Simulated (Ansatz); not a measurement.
`S[SiH]1C[SiH2]1` + HCl → `Cl[SiH]1C[SiH2]1` + H₂S  (ligand exchange at the Si–S bond)

Computed with Ansatz on PBE0-D4/def2-TZVP structures; ΔE is electronic, products minus reactants. CCSD(T)/CBS is the MP2 limit (def2-TZVPP, def2-QZVPP) plus CCSD(T) − MP2 in def2-TZVPP, frozen cores. This one scheme is used for every species. Functionals use def2-TZVPP. HSE06 is defined as in plane-wave codes. Each species was taken in one conformer, which may not be the lowest.

`S[SiH]1C[SiH2]1`:

Z-matrix (Å, degrees):
```
Si
C 1 1.892
Si 1 2.244 2 53.9
S 1 2.126 2 117.4 3 -106.4
H 1 1.482 2 115.5 3 113.6
H 2 1.089 1 116.9 3 -112.0
H 2 1.088 1 117.2 3 111.5
H 3 1.482 1 122.0 2 101.0
H 3 1.481 1 121.3 2 -101.3
H 4 1.346 1 95.6 2 -77.1
```

HCl:

Z-matrix (Å, degrees):
```
Cl
H 1 1.279
```

`Cl[SiH]1C[SiH2]1`:

Cartesian coordinates in Å:
```
Cl 1.542 -0.851 -2.243
Si -0.069 -0.148 -1.186
C 0.321 0.881 0.334
Si -0.469 -0.752 0.936
H -1.090 0.379 -2.117
H -0.235 1.807 0.474
H 1.372 1.010 0.590
H 0.443 -1.665 1.663
H -1.815 -0.660 1.550
```

H₂S:

```xyz
3

S     0.211    0.473   -0.340
H    -0.992   -0.101   -0.191
H     0.781   -0.372    0.532
```

| level | ΔE (eV) |
| --- | --- |
| PBE0-D4 | -0.30 |
| ωB97M-V | -0.35 |
| PBE-QIDH | -0.32 |
| r2SCANh | -0.33 |
| HSE06 | -0.31 |
| BHLYP | -0.40 |
| RPA@PBE/def2-TZVPP | -0.32 |
| CCSD(T)/def2-SVP | -0.31 |

Problem. What does CCSD(T)/CBS give? (An estimate is asked.)

Solution. Ansatz gave: -0.32 eV. The listed levels differ from it by 0.02, -0.03, 0.00, -0.01, 0.01, -0.08, 0.00, 0.01 eV.

Largest T1 diagnostic among the species: 0.012.

The D4 term adds +0.03 eV with B3LYP and +0.02 eV with PBE0; it sums over pairs of atoms, weighted by their polarisabilities, and B3LYP, whose exchange is more repulsive, gets the larger term. In def2-TZVPP, CCSD(T) changes the Hartree–Fock value by +0.13 eV (the triples alone add +0.02 eV) and MP2 by +0.13 eV.

B3LYP here is the variant with VWN-RPA as its local correlation; programs differ in this.
